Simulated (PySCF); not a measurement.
# Static response to an electric field

Species: ZnMe(OH), CH4OZn (singlet state).
Structure used (PBE0-D3(BJ)/def2-SVP), in Å, numbered top down from 1:
```
atom  x, y, z in Å
Zn1   -0.057    0.026   -0.698
C2    -0.073    0.093    1.229
H3     0.948    0.048    1.639
H4    -0.645   -0.747    1.652
H5    -0.536    1.028    1.583
O6    -0.145    0.043   -2.472
H7     0.508   -0.491   -2.933
```

Level: PBE0/def2-SVPD (PySCF), static field, nuclei fixed, core orbitals frozen in the response. The polarisability tensor in these axes (au):

```
x   35.18 -0.04 -0.11
y   -0.04 35.18  0.64
z   -0.11  0.64 54.21
```

What are the eigenvalues, a third of the trace, and Δα (Δα² = ½Σ(αi − αj)² over the three pairs)?

Principal values 35.13, 35.21 and 54.24 au; mean 41.53 au = 6.15 Å³ = 6.85 × 10⁻⁴⁰ C²·m²/J; Δα = 19.06 au (46 % of the mean).

What is the dipole moment, and where does it point?

(1.02, -0.76, 1.36) D, 1.86 D in size, pointing from the negative to the positive side. Measured along this direction, the outermost atoms are O6 at the negative end and H3 at the positive end.

What are the principal values of the traceless quadrupole moment, Θ = ½Σq(3rr − r²1), about the centre of nuclear charge?

-8.46, 1.85, 6.61 D·Å. The values depend on the origin, since the dipole doesn't vanish. The electronic extent ⟨r²⟩ about the same centre is 321 bohr², a root-mean-square distance of 1.37 Å for the 48 electrons.

Rayleigh depolarisation ratio (linearly polarised light, static tensor)?

ρ = 3Δα²/(45ᾱ² + 4Δα²) = 1090.3/(77600 + 1453.8) = 0.0138.

Refractivity n − 1 of an ideal gas of it at 400 K and 1 atm, from the electronic α?

N = p/kT = 1.8347 × 10¹⁹ cm⁻³, so n − 1 = 2π × N × 6.15 × 10⁻²⁴ cm³ = 709 × 10⁻⁶ at long wavelengths.

Estimate the molar refractivity from the static electronic polarisability.

Lorentz–Lorenz: R = (4π/3)N_A α = 2.5225 cm³/(mol·Å³) × 6.15 Å³ = 15.5 cm³/mol, in the limit of long wavelengths.

Geometry: PBE0-D3(BJ)/def2-SVP; no solvent, vibrations or thermal averaging.

These values come from a run that also computed excited states and ΔSCF ions. Hardware: x86-64 server, one thread, no GPU, on a shared host. Cost: 38 s wall.
